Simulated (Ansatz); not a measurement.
```yaml
crystal:
  periodic: [false, false, false]
  atoms:
    - {symbol: P, position_ang: [0.496505, 2.428904, 0.324666]}
    - {symbol: B, position_ang: [0.368919, 0.635783, -0.275976]}
    - {symbol: S, position_ang: [-0.403701, -0.593696, 0.746700]}
    - {symbol: P, position_ang: [0.034831, -2.390068, -0.316594]}
    - {symbol: H, position_ang: [0.092839, 3.063670, -0.874365]}
    - {symbol: H, position_ang: [-0.729145, 2.565138, 1.019692]}
    - {symbol: H, position_ang: [0.913385, 0.319627, -1.289160]}
    - {symbol: H, position_ang: [-1.249626, -2.973727, -0.145862]}
    - {symbol: H, position_ang: [0.564593, -3.102032, 0.793798]}
basis:
  gaussian: {orbitals: def2-mTZVPP, final_grid: {core_spheres: 1, valence_spheres: 1, degree: 5}}
hamiltonian: {xc: {name: wB97M-V}}
output: {forces: true}
```

```sh
$ ansatz run in.yaml --threads 2 --pin off --events-out ev --progress --plain --max-ram 4352MiB
```

Shortened log:

```
Functional definition: wB97M-V
1166 factors; integrals over basis functions are off by at most 1.2e-3 eV
330 factors; integrals over basis functions are off by at most 8.4e-6 eV
mean field evaluation 1: about -30168.6907 eV, gradient 1.4e1 eV
mean field evaluation 2: about -30169.2706 eV, gradient 8.6e0 eV
mean field evaluation 4: about -30169.5036 eV, gradient 5.6e-1 eV
mean field evaluation 8: about -30156.2818 eV, gradient 3.4e0 eV
mean field evaluation 16: about -30156.3127 eV, gradient 1.5e-4 eV
mean field -30156.31266126 eV, -1108.2240496185 hartree, gradient 6.3e-5 eV, S^2 0.000000; 0 other end points of the search recorded, 0 dependent functions left out
reference -30156.31289199 eV, -1108.2240580976 hartree; 28, 28 occupied and 97, 97 virtual orbitals, 1166 factors
Total energy: -30156.31289199 eV, -1108.2240580976 hartree
Atom 0 at     0.496505     2.428904     0.324666 Å, force    -0.109413    -4.137366    -0.963486 eV/Å
Atom 1 at     0.368919     0.635783    -0.275976 Å, force    -0.895911     0.063031     2.811168 eV/Å
Atom 2 at    -0.403701    -0.593696     0.746700 Å, force     2.290337     1.096857    -4.388064 eV/Å
Atom 3 at     0.034831    -2.390068    -0.316594 Å, force     0.314869     2.597467     1.622519 eV/Å
Atom 4 at     0.092839     3.063670    -0.874365 Å, force    -0.273216     0.356898    -0.274763 eV/Å
Atom 5 at    -0.729145     2.565138     1.019692 Å, force     0.063887     0.073255     0.136135 eV/Å
Atom 6 at     0.913385     0.319627    -1.289160 Å, force    -0.693729     0.165227     1.143722 eV/Å
Atom 7 at    -1.249626    -2.973727    -0.145862 Å, force    -0.813362    -0.324599     0.014105 eV/Å
Atom 8 at     0.564593    -3.102032     0.793798 Å, force     0.116537     0.109229    -0.101335 eV/Å
Dipole moment:    -0.190032    -0.247115    -0.001287 e Å
```

Q: What is wrong with this run?

A: The integration grid is far too coarse. The calculation finished and met its thresholds. The result belongs to that input, not to the molecule as meant.
